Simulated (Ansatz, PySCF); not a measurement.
Si(H)(F)(vinyl)2 (C4H7FSi), SMILES C([SiH](C=C)F)=C. Atoms are numbered in the order given.

```xyz
13

Si    -0.2831     0.0134     0.3551
F      0.4965     1.3730     0.8192
C     -1.0676     0.4157    -1.2811
C     -0.9393     1.6176    -1.8556
C      0.9239    -1.3938     0.2322
C      0.8308    -2.4824     1.0057
H     -1.2854    -0.3182     1.4088
H     -1.6478    -0.3586    -1.8008
H     -1.3931     1.8532    -2.8248
H     -0.3702     2.4199    -1.3736
H      1.7284    -1.3477    -0.5135
H      1.5270    -3.3243     0.9193
H      0.0484    -2.5827     1.7673
```

Geometry optimised at PBE0-D3(BJ)/def2-SVP. Other conformers were not sampled.

Two levels are set side by side: PBE-D3(BJ)/def2-SVP (Ansatz, a first-principles code) and PBE0-D3(BJ)/def2-SVP (Ansatz). Each level has its own optimised geometry; the coordinates shown are those of the second. Frequencies come from the Hessian of PySCF at each geometry. Differences are taken from unrounded values.

```
quantity                            PBE0-D3(BJ)  PBE-D3(BJ)  PBE-D3(BJ) minus PBE0-D3(BJ)
----------------------------------  -----------  ----------  ----------------------------
mean bond length (Å)                      1.342       1.351                         0.010
bond Si1–F2 (Å)                           1.635       1.650                         0.015
bond Si1–C3 (Å)                           1.859       1.868                         0.010
bond Si1–C5 (Å)                           1.858       1.868                         0.010
bond C3–C4 (Å)                            1.338       1.349                         0.010
bond C5–C6 (Å)                            1.339       1.349                         0.010
bond Si1–H7 (Å)                           1.492       1.504                         0.012
bond C3–H8 (Å)                            1.098       1.107                         0.008
bond C4–H9 (Å)                            1.096       1.104                         0.008
bond C4–H10 (Å)                           1.095       1.104                         0.008
bond C5–H11 (Å)                           1.098       1.106                         0.008
bond C6–H12 (Å)                           1.096       1.104                         0.008
bond C6–H13 (Å)                           1.097       1.105                         0.008
highest harmonic wavenumber (cm⁻¹)         3244        3148                           -96
mean harmonic wavenumber (cm⁻¹)            1293        1250                           -43
zero-point energy (kcal/mol)              61.00       58.95                         -2.05
```

GGA bonds tend to be longer and softer than those of functionals with exact exchange. Differences between two approximate levels are no errors against the true value.
